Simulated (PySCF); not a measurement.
C4H9NSi. Atoms are numbered in the order given.

```xyz
15

C     -0.9861     1.4387     2.0980
C     -0.7382     0.8836     1.0427
Si    -0.3710     0.0506    -0.5639
C     -1.6081    -1.3161    -0.9072
N      1.2085    -0.6493    -0.4501
C      2.4080     0.0484    -0.0259
H     -1.2060     1.9256     3.0305
H     -0.5093     1.1143    -1.6099
H     -1.5777    -2.0777    -0.1127
H     -1.3957    -1.8070    -1.8714
H     -2.6289    -0.9059    -0.9570
H      1.3878    -1.4755    -1.0126
H      2.9542     0.5487    -0.8508
H      2.1427     0.8245     0.7095
H      3.1140    -0.6371     0.4742
```
Charge 0, spin multiplicity 1.

The structure is a stationary point at B3LYP-D3(BJ)/def2-SVP. The structure was generated by enumeration; whether it is a known compound was not checked. Other conformers were not sampled.

The numbers are results of PySCF with PBE/def2-TZVP, not measurements.

Atomic charges (e):

```
atom    IAO  Mulliken
----  -----  --------
C1    -0.20     -0.17
C2    -0.33     -0.11
Si3    1.03      0.32
C4    -0.74     -0.47
N5    -0.66     -0.37
C6    -0.31     -0.28
H7     0.20      0.16
H8    -0.16     -0.06
H9     0.16      0.14
H10    0.16      0.13
H11    0.17      0.14
H12    0.26      0.20
H13    0.12      0.11
H14    0.15      0.13
H15    0.14      0.12
```

Computed Mayer and Wiberg (Löwdin basis) orders of the bonds:
```
bond    Mayer  Wiberg
------  -----  ------
C1–C2    2.65    3.00
C2–Si3   1.02    1.11
Si3–C4   1.00    1.19
Si3–N5   1.21    1.40
N5–C6    0.99    1.43
C1–H7    0.99    0.92
Si3–H8   0.91    0.87
C4–H9    0.94    0.90
C4–H10   0.94    0.90
C4–H11   0.95    0.90
N5–H12   0.91    0.89
C6–H13   0.96    0.93
C6–H14   0.97    0.91
C6–H15   0.96    0.93
```
